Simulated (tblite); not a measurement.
Isomers of C5H11FSSi. All values are computed: GFN2-xTB (tblite) harmonic vibrations without scaling, gas phase. Against measured fundamentals such values can be off by several per cent, at times by over 20. Modes of hydrogen on silicon can be 10 to 20 % off. One conformer each.

Electronic energies: GFN2-xTB at the same geometries; isomer energies are rough at this level and their order can be wrong.

```json
{"SMILES": "CC(C)([SiH3])C(=S)CF", "electronic energy, lowest = 0 (kJ/mol)": "151.3"}
{"SMILES": "C[C@@H]1[SiH2]SC[C@@]1(C)F", "electronic energy, lowest = 0 (kJ/mol)": "0.0"}
{"SMILES": "CC[Si]1(CF)CSC1", "electronic energy, lowest = 0 (kJ/mol)": "235.9"}
{"SMILES": "C=C(C)[SiH2][C@@H](F)SC", "electronic energy, lowest = 0 (kJ/mol)": "245.7"}
```

Problem. How do GFN2-xTB zero-point energies change the relative energies?

Solution. 
```json
{"SMILES": "C[C@@H]1[SiH2]SC[C@@]1(C)F", "ZPE (kJ/mol)": "388.8", "of it from modes above 1550 cm⁻¹": "190.0", "electronic (kJ/mol)": "0.0", "with ZPE, lowest = 0 (kJ/mol)": "0.0", "lowest mode (cm⁻¹)": "76", "rings": "1"}
{"SMILES": "CC(C)([SiH3])C(=S)CF", "ZPE (kJ/mol)": "375.8", "of it from modes above 1550 cm⁻¹": "185.2", "electronic (kJ/mol)": "151.3", "with ZPE, lowest = 0 (kJ/mol)": "138.3", "lowest mode (cm⁻¹)": "52", "rings": "0"}
{"SMILES": "CC[Si]1(CF)CSC1", "ZPE (kJ/mol)": "392.0", "of it from modes above 1550 cm⁻¹": "197.5", "electronic (kJ/mol)": "235.9", "with ZPE, lowest = 0 (kJ/mol)": "239.1", "lowest mode (cm⁻¹)": "30", "rings": "1"}
{"SMILES": "C=C(C)[SiH2][C@@H](F)SC", "ZPE (kJ/mol)": "373.4", "of it from modes above 1550 cm⁻¹": "200.3", "electronic (kJ/mol)": "245.7", "with ZPE, lowest = 0 (kJ/mol)": "230.3", "lowest mode (cm⁻¹)": "34", "rings": "0"}
```

The zero-point energies span 18.6 kJ/mol, from `C=C(C)[SiH2][C@@H](F)SC` to `CC[Si]1(CF)CSC1`. The lowest isomer stays, but the order above it changes.

Problem. What do entropy and thermal enthalpy add at 298.15 K and 1 bar (rigid rotor, harmonic oscillator, one conformer each)?

Solution. 
```json
{"SMILES": "C[C@@H]1[SiH2]SC[C@@]1(C)F", "point group": "C1", "symmetry number": "1", "S (J/(mol K))": "399.3", "H − H(0) (kJ/mol)": "28.47", "ZPE + H − H(0) − TS (kJ/mol)": "298.2"}
{"SMILES": "CC(C)([SiH3])C(=S)CF", "point group": "C1", "symmetry number": "1", "S (J/(mol K))": "429.9", "H − H(0) (kJ/mol)": "31.90", "ZPE + H − H(0) − TS (kJ/mol)": "279.5"}
{"SMILES": "CC[Si]1(CF)CSC1", "point group": "C1", "symmetry number": "1", "S (J/(mol K))": "452.8", "H − H(0) (kJ/mol)": "31.95", "ZPE + H − H(0) − TS (kJ/mol)": "288.9"}
{"SMILES": "C=C(C)[SiH2][C@@H](F)SC", "point group": "C1", "symmetry number": "1", "S (J/(mol K))": "465.3", "H − H(0) (kJ/mol)": "34.47", "ZPE + H − H(0) − TS (kJ/mol)": "269.2"}
```
